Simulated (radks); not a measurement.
Tb4+, 61 electrons, occupied as [Xe] 4f7. All-electron calculation, Dirac Kohn-Sham, PBE, spin-unpolarised, spherical densities, point nucleus; open shells are shared between the two j in proportion to 2j + 1. Program: a radial shooting solver on a logarithmic mesh with Libxc functionals.

X-ray form factor f0, the Fourier transform of the density (f0(0) = 61):

sin(theta)/lambda (1/angstrom)  f0 (electrons)
0.05                                    60.426
0.1                                     58.787
0.15                                    56.312
0.2                                     53.304
0.25                                    50.066
0.3                                     46.840
0.4                                     40.977
0.5                                     36.138
0.6                                     32.153
0.8                                     25.906
1                                       21.426
1.25                                    17.800
1.5                                     15.465
2                                       11.897
